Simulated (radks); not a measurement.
Results of a calculation; reference values are marked as such.
Spherical quantum dot in the effective-mass picture: electrons in a parabolic well V = omega^2 r^2 / 2 with omega = 0.348, all in effective atomic units (hartree* = m*/eps^2 hartree, bohr* = eps/m* bohr), one dielectric constant everywhere. Level of theory: non-relativistic Kohn-Sham, LDA (Slater exchange, Perdew-Wang correlation), spin-polarised, spherical densities (a radial shooting solver with Libxc functionals). Levels are named by radial order and angular momentum (1s, 1p, 1d, 2s, ...), and open shells are averaged over m. Results are scaled to m* = 0.269 and eps = 6.6, for which hartree* = 168 meV and bohr* = 1.298 nm.

N = 12, configuration 1s2 1p6 1d(up 4, down 0). This is the lowest configuration that the search found. Occupied and some empty levels:

level    occupation  eigenvalue (meV)  <r> (nm)
1s up             1            601.34     3.889
1s down           1            606.31     3.780
1p up             3            625.58     4.699
1p down           3            631.92     4.667
1d up             4            654.93     5.273
1d down           0            661.66     5.281
2s up             0            666.03     4.441
2s down           0            669.91     4.504
1f up             0            688.41     5.737
1f down           0            695.03     5.768
2p up             0            703.45     5.068
2p down           0            707.55     5.089

Energy (meV): total 4770.94, kinetic 508.91, external 1774.1, Hartree 2978.2, exchange-correlation -490.26.
